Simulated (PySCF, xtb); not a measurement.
TaOCl₂, SMILES [O]=[Ta+]([Cl])[Cl], charge +1, multiplicity 1.

Harmonic wavenumbers (cm⁻¹) from GFN2-xTB in xtb at its own minimum, in rising order: 123, 159, 173, 327, 335, 754.

Q: What does B3LYP-D3(BJ)/def2-SVP in PySCF give at its own minimum? (Estimate from the structure and the level; the computed values follow.)

A: 119, 198, 242, 440, 445, 1052. Paired by order, the mean absolute difference is 106 cm⁻¹ and the zero-point energies are 2.7 and 3.6 kcal/mol.
